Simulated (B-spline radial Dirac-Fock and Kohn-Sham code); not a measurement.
**Binding energies of Cl⁵⁺ at several levels of theory**

System: Cl⁵⁺, [Ne] 3s1 3p1 (not the ground configuration).

The density-functional columns are spherical, spin-unpolarised Dirac-Kohn-Sham results without Breit or QED terms: −ε is minus the orbital energy of the initial state and ΔSCF the difference of two total energies. The reference in the last column comes from Dirac-Fock ΔSCF + Breit + QED. All numbers are from a radial atomic solver, in eV; a selection of levels is shown.

```tsv
level	LDA −ε	LDA ΔSCF	Dirac-Fock
2p1/2	278.1	303.1	300.7
2p3/2	276.4	301.3	299.1
3s	89.96	98.19	97.48
3p	75.40	83.28	82.09
```

Values without a named source are computed, but for edge energies of neutral atoms, which are taken from tables.
